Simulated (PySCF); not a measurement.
# Simulated characterisation data

Relativity neglected, fast rotation and ring inversion assumed for equivalent nuclei, no solvent model, single conformer. Geometry: GFN2-xTB; shielding tensors at PBE0/pcSseg-1 (GIAO); PySCF 2.14.

Shifts are taken against calculated references (same method and geometry level): ¹H (σ = 31.72 ppm), ¹³C (σ = 186.93 ppm) vs TMS. Splittings of carbon signals by F and P are missing where no couplings were computed. Where no couplings were computed, multiplicities follow the n + 1 count of equivalent neighbours, and m marks all less simple cases (inequivalent or close neighbours, rings, F or P nearby). Shifts are as computed. Against solution values, carbons near 30 ppm lie about +3 ppm off and those near 130 ppm about +5 ppm. Of 1309 compounds with measured shifts, 239 miss one by over three times the rms of a fit or turn the order of signals round; such compounds aren't used in these exercises.

**1.** `C(#CC(C)=O)[Si@H]([SiH3])P`, C4H9OPSi2. ¹H NMR (600 MHz, computed): δ 4.67 (m, 1H), 3.61 (m, 3H), 2.35 (s, 3H), 1.59 (m, 2H). ¹³C{¹H} NMR (computed): δ 187.2, 113.8, 100.4, 36.4.

**2.** SMILES C[SiH2]N1CC(F)C1, C4H10FNSi. ¹H NMR (600 MHz, computed): δ 5.46 (m, 1H), 4.69 (q, 2H), 4.04 (m, 2H), 3.88 (m, 2H), 0.16 (t, 3H). ¹³C{¹H} NMR (computed): δ 87.8 (CH), 59.2 (CH2), -6.3 (CH3).

**3.** `F[C@@H]1C[C@H](F)OC(F)(F)O1`, C4H4F4O2. ¹H NMR (600 MHz, computed): δ 6.24 (m, 2H), 2.62 (m, 1H), 2.37 (m, 1H). ¹³C{¹H} NMR (computed): δ 128.8 (C), 108.3 (CH), 40.5 (CH2).
